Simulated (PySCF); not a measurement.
# Correlation energy of Bi (bismuth, neutral)

[Xe] 4f14 5d10 6s1 6p3 7s1, high-spin 6S determinant (an excited configuration). All numbers are calculated (PySCF 2.14, scalar relativity by spin-free X2C-1e, in x2c-TZVPPall with one added diffuse shell each of s, p, d, f type (12s8p7d4f, 99 functions)). Frozen: [Xe] 4f14 5d10; 5 electrons correlated.

```json
{"level": "CCSD", "correlation energy (mhartree)": "-28.66"}
{"level": "(T)", "correlation energy (mhartree)": "-0.57"}
{"level": "CCSD(T)", "correlation energy (mhartree)": "-29.23"}
```

Diagnostics: T1 = 0.0052, D1 = 0.0140, largest double amplitude 0.027.

Spin-orbit coupling is strong in this species (close to jj coupling), so the high-spin LS determinant is a model state, not a physical level. The outer electron is Rydberg-like, and this basis confines it to a smaller radius and binds it less than a complete one would.

Cost of the coupled-cluster step: about 4 core-seconds, for 5 correlated electrons.

Iterations:

```
CC2 = 0
CCSD nocc = (np.int64(5), np.int64(0)), nmo = (60, 60)
frozen orbitals [[0, 1, 2, 3, 4, 5, 6, 7, 8, 9, 10, 11, 12, 13, 14, 15, 16, 17, 18, 19, 20, 21, 22, 23, 24, 25, 26, 27, 28, 29, 30, 31, 32, 33, 34, 35, 36, 37, 38], [0, 1, 2, 3, 4, 5, 6, 7, 8, 9, 10, 11, 12, 13, 14, 15, 16, 17, 18, 19, 20, 21, 22, 23, 24, 25, 26, 27, 28, 29, 30, 31, 32, 33, 34, 35, 36, 37, 38]]
max_cycle = 100
direct = 0
conv_tol = 1e-08
conv_tol_normt = 1e-06
diis_space = 8
diis_start_cycle = 0
Init t2, MP2 energy = -0.0223278712943114
Init E_corr(UCCSD) = -0.0223278712975895
cycle = 1  E_corr(UCCSD) = -0.0270629806125829  dE = -0.00473510931  norm(t1,t2) = 0.0311555
cycle = 2  E_corr(UCCSD) = -0.0282088813272012  dE = -0.00114590071  norm(t1,t2) = 0.00954814
cycle = 3  E_corr(UCCSD) = -0.0286731077316735  dE = -0.000464226404  norm(t1,t2) = 0.0033266
cycle = 4  E_corr(UCCSD) = -0.0286556519699258  dE = 1.74557617e-05  norm(t1,t2) = 0.000358003
cycle = 5  E_corr(UCCSD) = -0.0286559633568247  dE = -3.11386899e-07  norm(t1,t2) = 3.65795e-05
cycle = 6  E_corr(UCCSD) = -0.0286558556489348  dE = 1.0770789e-07  norm(t1,t2) = 3.45175e-06
cycle = 7  E_corr(UCCSD) = -0.0286559011279398  dE = -4.54790049e-08  norm(t1,t2) = 5.7317e-07
cycle = 8  E_corr(UCCSD) = -0.0286558870702556  dE = 1.40576842e-08  norm(t1,t2) = 1.04238e-07
cycle = 9  E_corr(UCCSD) = -0.0286558880458576  dE = -9.75601988e-10  norm(t1,t2) = 1.73994e-08
UCCSD converged
E(UCCSD) = -21528.7903186922  E_corr = -0.02865588804585758
UCCSD(T) correction = -0.000574346772569779
```

Spin-orbit coupling is strong in this species, so the high-spin LS determinant is a model state.
